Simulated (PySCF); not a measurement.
# Pd (palladium, neutral) across methods

[Kr] 4d9 5p1, one real determinant (an excited configuration). Computed with PySCF 2.14 in x2c-QZVPPall with one added diffuse shell each of s, p, d, f, g type (14s9p8d5f3g, 143 functions), with scalar relativity by spin-free X2C-1e.

```json
{"method": "r2SCAN", "E (hartree)": "-5045.18", "mean ε 4d α (eV)": "-8.895", "mean ε 4d β (eV)": "-8.127", "mean ε 5p α (eV)": "-2.202", "Σ⟨r²⟩ (bohr²)": "60.88", "⟨S²⟩": "2.001"}
{"method": "LDA", "E (hartree)": "-5039.84", "mean ε 4d α (eV)": "-8.862", "mean ε 4d β (eV)": "-8.163", "mean ε 5p α (eV)": "-2.180", "Σ⟨r²⟩ (bohr²)": "60.75", "⟨S²⟩": "2.000"}
{"method": "UHF", "E (hartree)": "-5042.69733", "mean ε 4d α (eV)": "-15.259", "mean ε 4d β (eV)": "-14.248", "mean ε 5p α (eV)": "-3.453", "Σ⟨r²⟩ (bohr²)": "67.11", "⟨S²⟩": "2.002"}
{"method": "PBE", "E (hartree)": "-5044.78", "mean ε 4d α (eV)": "-8.686", "mean ε 4d β (eV)": "-7.987", "mean ε 5p α (eV)": "-2.137", "Σ⟨r²⟩ (bohr²)": "61.65", "⟨S²⟩": "2.001"}
```

Task: Estimate the same row for PBE0.

Result: E (hartree) = -5044.85; mean ε 4d α (eV) = -10.485; mean ε 4d β (eV) = -9.720; mean ε 5p α (eV) = -2.574; Σ⟨r²⟩ (bohr²) = 62.08; ⟨S²⟩ = 2.001.

⟨L²⟩ = 8.05 against 12 for a pure F term, so this real determinant mixes terms.
